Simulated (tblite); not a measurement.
Species: C₃H₂NO₃ (charge -1).
Bonds: N1–C2 (triple), C2–C3, C3–O4, O4–C5, C5–O6 (double), C5–O7. Hydrogens: H8, H9 on C3.

Structure optimised with GFN2-xTB, isolated species.

Q: What internal coordinates does the optimisation give?

A: 
```tsv
bond	length (pm)	order
N1≡C2	114.7	triple
C2–C3	144.2	single
C3–O4	139.0	single
O4–C5	150.5	single
C5=O6	121.9	double
C5–O7	120.9	single
C3–H8, C3–H9	110.9	single
```

Bonds in one row agree within 1 pm and their mean is given. Orders are formal, as drawn. A selection of angles:
```tsv
angle	degrees
N1–C2–C3	179.1
C2–C3–O4	112.5
C2–C3–H8	108.1
C2–C3–H9	109.0
O4–C3–H8	110.8
O4–C3–H9	107.6
H8–C3–H9	108.7
C3–O4–C5	114.9
O4–C5–O6	114.6
O4–C5–O7	111.0
O6–C5–O7	134.4
```

Torsions: C2–C3–O4–C5 125° (anticlinal); C3–O4–C5–O6 -2° (synperiplanar). The mirror-image conformer, all signs reversed, is as good.

C5 (carbonate carbon) is planar (angles 134.4°, 114.6° and 111.0°, sum 360.0°, 0.00 Å off the plane of its three neighbours). The C–O distances run from 1.209 Å (C5–O7, drawn single in one of several resonance forms) to 1.505 Å (O4–C5, drawn single), a spread of 0.296 Å. O4 (oxygen singly bound to a carbonyl carbon) is bent (angle 114.9°). Of the pairs four or more bonds apart, O6···H9 is among the closest relative to their van der Waals radii: 2.00 Å, 73 % of the sum of Bondi's values.

Point group: C1 (no symmetry element, even within 0.4 Å). Its GFN2-xTB frequencies are all real (lowest 62 cm⁻¹). 3 starts were optimised and ended at 0.00, 1.19 and 1.19 kcal/mol (GFN2-xTB); the lowest of these is shown.

All values are computed, not measured.
